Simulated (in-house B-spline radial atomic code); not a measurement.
RPA and G0W0 on Hartree-Fock: Sb⁴⁺

Configuration [Kr] 4d10 5s1, highest spin, mean-field start Hartree-Fock. Computed with a B-spline radial code for spherical atoms: all electrons, scalar-relativistic (spin-free one-electron X2C), finite nucleus, each spin shell either full or empty, empty states to l = 9 with an (l + 1/2)⁻⁴ tail; G0W0 by contour deformation at full frequency.

RPA overbinds a lone outer s electron by self-correlation, and G0W0 tends to as well.

Command:
```bash
python run_gw.py task.json out
```
Settings (radii: box in bohr, nucleus in fm):
```
Z                        51
electrons                47
configuration            [Kr] 4d10 5s1
hamiltonian              x2c
method                   hf
lmax                     9
rms_radius               4.6802
spin_polarised           True
box_radius               11.96
intervals                68
ion_configuration        [Kr] 4d10
```

Cost of the run: 12 s on 1 thread of Arm Neoverse N1, on a shared host.

Energies (hartree):

| term | value |
| --- | --- |
| mean-field total | -6474.72224 |
| Hartree-Fock functional on these orbitals | -6474.72224 |
| direct second order | -3.8382 |
| second-order exchange | 1.0738 |
| SOSEX correction | 1.0167 |

Problem. What is the RPA correlation energy, and what remains with SOSEX?

Solution. RPA gives -3.4696 hartree (-2.01 eV per electron); RPA + SOSEX gives -2.4529, and the second-order doubles (MP2) -2.7644 hartree. RPA lacks exchange-type terms and so overcorrelates at short range.

Quasi-particle levels (eV):

| level | occupied | mean field | Σx - vxc | Σc | QP weight | G0W0 |
| --- | --- | --- | --- | --- | --- | --- |
| 5s up | yes | -53.60 | 0.00 | ? | ? | ? |
| 4d down | yes | -86.27 | 0.00 | 0.03 | 0.965 | -86.24 |
| 5s down | no | -41.40 | 0.00 | -2.13 | 0.976 | -43.54 |

G0W0 = mean field + (Σx - vxc) + Σc, with Σc (partial-wave tail included) taken at the quasi-particle energy. Only the outer levels were computed. Levels of low weight are left out.

Problem. Where does G0W0 put 5s up?

Solution. At -55.38 eV, with Σc = -1.78 eV and a quasi-particle weight of 0.980. The tabulated removal energy is 55 ± 0.1 eV (NIST, semi-empirical); the calculation leaves out spin-orbit coupling, Breit and QED terms, and what these don't explain is the method's own error.

Problem. What does it cost to remove one electron (to [Kr] 4d10) by differences of total energies, each species on its own start (correlation terms add to the Hartree-Fock functional)?

Solution. Hartree-Fock functional 53.44 eV, + RPA 55.18 eV, + RPA + SOSEX 54.66 eV, + second order 55.28 eV. Tabulated: 55 ± 0.1 eV (NIST, semi-empirical); the calculation leaves out spin-orbit coupling, Breit and QED terms, and what these don't explain is the method's own error.
